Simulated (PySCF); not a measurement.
# Radial density of V¹⁹⁺ (vanadium, charge +19)

UHF, [He] 2s2, closed-shell 1S. Computed with PySCF 2.14 in an uncontracted even-tempered set (19 s from 4.2 bohr⁻², ratio 2.2; 8 p from 6.6 bohr⁻², ratio 2.4; 6 d from 20 bohr⁻², ratio 2.4; 5 f from 30 bohr⁻², ratio 2.4; 4 g from 44 bohr⁻², ratio 2.4), with the spin-free X2C one-electron Hamiltonian (Gaussian nucleus).

```csv
r (bohr),4πr²ρ (e/bohr)
0.000871,0.1052
0.00147,0.2739
0.00246,0.7022
0.00415,1.749
0.00697,4.154
0.0117,9.073
0.0197,17.15
0.0332,25.26
0.0558,24.13
0.0939,11.43
0.158,6.272
0.266,7.908
0.447,1.877
0.752,0.02874
```

Densities and radii are taken from the X2C orbitals without a picture-change correction, which distorts them close to the nucleus.
